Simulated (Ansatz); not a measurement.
GaH$_{3}$OS$_{2}$ (`[OH][Ga]([SH])[SH]`). Charge 0, multiplicity 1. The structure was optimised at the PBE0-D4/def2-TZVP level. It is one conformer, not always the lowest.

```xyz
7

O    -1.300    0.771    0.033
Ga    0.297   -0.020    0.012
S     2.021    1.297    0.259
S     0.558   -2.186   -0.245
H    -2.046    0.178   -0.073
H     1.230    2.380    0.359
H    -0.761   -2.421   -0.346
```

(1) What is the dipole moment at PBE/def2-TZVPP? (Estimate.)

(2) And with r2SCAN, B3LYP, ωB97M-V? (Best estimate.)

(3) Give the Mulliken charges with PBE, ωB97M-V, r2SCAN in def2-TZVPP. (An estimate is asked.)

Answers

(1) Computed: 1.80 D, with components (-1.71, -0.54, -0.15) D in this frame, pointing from negative to positive charge.

(2) The calculation gave: r2SCAN 1.89 D, B3LYP 1.80 D, ωB97M-V 1.83 D.

(3) Ansatz gave: 
```json
{"atom": "O1", "PBE": "-0.35", "ωB97M-V": "-0.39", "r2SCAN": "-0.41"}
{"atom": "Ga2", "PBE": "0.43", "ωB97M-V": "0.49", "r2SCAN": "0.52"}
{"atom": "S3", "PBE": "-0.25", "ωB97M-V": "-0.25", "r2SCAN": "-0.26"}
{"atom": "S4", "PBE": "-0.24", "ωB97M-V": "-0.24", "r2SCAN": "-0.25"}
{"atom": "H5", "PBE": "0.17", "ωB97M-V": "0.16", "r2SCAN": "0.19"}
{"atom": "H6", "PBE": "0.13", "ωB97M-V": "0.13", "r2SCAN": "0.12"}
{"atom": "H7", "PBE": "0.11", "ωB97M-V": "0.11", "r2SCAN": "0.10"}
```

B3LYP here is the variant with VWN-RPA as its local correlation; programs differ in this.
